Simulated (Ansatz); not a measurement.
Species: NbO, net charge 0, quartet state. The spin state was set by rule; other spins were not relaxed. 
Coordinates optimised at B3LYP-D3(BJ)/def2-TZVP (Ansatz, a first-principles code):
SMILES: [O]=[Nb]
```xyz
2

Nb     0.0000     0.0000    -0.2756
O      0.0000     0.0000     1.4124
```
Charge 0, spin multiplicity 4.

Computed values are from Ansatz. Valence correlation only, unless marked. Open shells are spin-unrestricted. Spin-orbit coupling is left out. Frozen are the shells of the preceding noble gas and the d and f shells that filled before the atom's block. Past Kr the def2 sets carry scalar-relativistic core potentials. Basis-set limits of correlation are two-point, X^-3; Hartree-Fock from the larger set.

**Question.** What is the dipole moment at CCSD(T)/def2-SVPD?

**Answer.** 3.67 D.

**Question.** What is the T1 diagnostic at CCSD/def2-QZVPPD?

**Answer.** 0.038.

**Question.** What is the atomisation energy De at CCSD(T)/CBS(def2-TZVPPD,def2-QZVPPD)?

**Answer.** 178.0 kcal/mol.

**Question.** What is the total energy at CCSD(T)/CBS(def2-TZVPPD,def2-QZVPPD)?

**Answer.** -131.6847 Eh.
